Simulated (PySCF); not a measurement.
# UHF on Kr⁺ (krypton, charge +1)

Configuration: [Ar] 3d10 4s2 4p5, 2P determinant. Computed with PySCF 2.14 in aug-cc-pVDZ-DK (6s5p3d, 36 functions), with the spin-free X2C one-electron Hamiltonian (Gaussian nucleus).

```json
{"Total energy": "-2787.570266 hartree", "One-electron energy": "-3860.8264 hartree", "Hartree (Coulomb) energy": "1168.4971 hartree", "Exchange energy": "-95.2410 hartree", "⟨S²⟩": "0.7553", "⟨L²⟩": "2.017", "Sum of ⟨r⟩": "23.55 bohr", "Sum of ⟨r²⟩": "31.88 bohr²", "Traceless quadrupole moment −½Σ⟨3z² − r²⟩ along its main axis": "1.67 e·bohr²", "Langevin diamagnetic susceptibility": "-25.3 ×10⁻⁶ cm³/mol", "Time after the integrals": "0.19 s of wall time on 1 thread of Neoverse-N1 (shared host)"}
```

```csv
shell,electrons,mean orbital energy (hartree),spread (hartree),"rms radius, mean of both spins (bohr)"
1s α,1,-529.76011,0,0.0478
1s β,1,-529.75441,0,0.0478
2s α,1,-72.49273,0,0.199
2s β,1,-72.48930,0,0.199
2p α,3,-63.96595,0.00982,0.177
2p β,3,-63.95929,0.00442,0.177
3s α,1,-11.66803,0,0.565
3s β,1,-11.65697,0,0.565
3p α,3,-8.86086,0.03055,0.581
3p β,3,-8.84625,0.00256,0.581
3d α,5,-4.18905,0.02896,0.612
3d β,5,-4.18125,0.01632,0.612
4s α,1,-1.63433,0,1.67
4s β,1,-1.51317,0,1.67
4p α,3,-0.93973,0.07503,1.98
4p β,2,-0.88868,0,1.98
```

Densities and radii are taken from the X2C orbitals without a picture-change correction, which distorts them close to the nucleus.
